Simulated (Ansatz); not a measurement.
Mulliken charges of CH6BFSi (`BC[SiH2]F`) from B3LYP/def2-TZVPP in Ansatz (PBE0-D4/def2-TZVP geometry).

| atom | x (Å) | y (Å) | z (Å) | charge (e) |
| --- | --- | --- | --- | --- |
| B1 | -1.486 | 0.521 | -0.042 | -0.129 |
| C2 | -0.408 | -0.522 | -0.379 | -0.244 |
| Si3 | 1.267 | -0.010 | 0.278 | 0.557 |
| F4 | 2.319 | -1.146 | -0.129 | -0.328 |
| H5 | -1.699 | 1.439 | -0.780 | 0.040 |
| H6 | -2.093 | 0.462 | 0.989 | 0.040 |
| H7 | -0.236 | -0.643 | -1.454 | 0.114 |
| H8 | -0.580 | -1.498 | 0.091 | 0.114 |
| H9 | 1.269 | 0.087 | 1.757 | -0.082 |
| H10 | 1.730 | 1.260 | -0.329 | -0.082 |

By hand: the dipole of these point charges (1 e Å = 4.8032 D).

Σ q r = (-0.254, 0.152, 0.031) e Å, of length 0.298 e Å = 1.43 D.

How does the dipole of the full density compare? (Best estimate.)

Computed: (-0.148, 0.026, -0.016) e Å, 0.73 D; the point charges give 1.96 times that, at 24° from its direction.

Point charges leave out the atoms' own dipoles, such as those of lone pairs, and Mulliken's split depends on the basis, so the two needn't agree.

B3LYP here is the variant with VWN-RPA as its local correlation; programs differ in this.
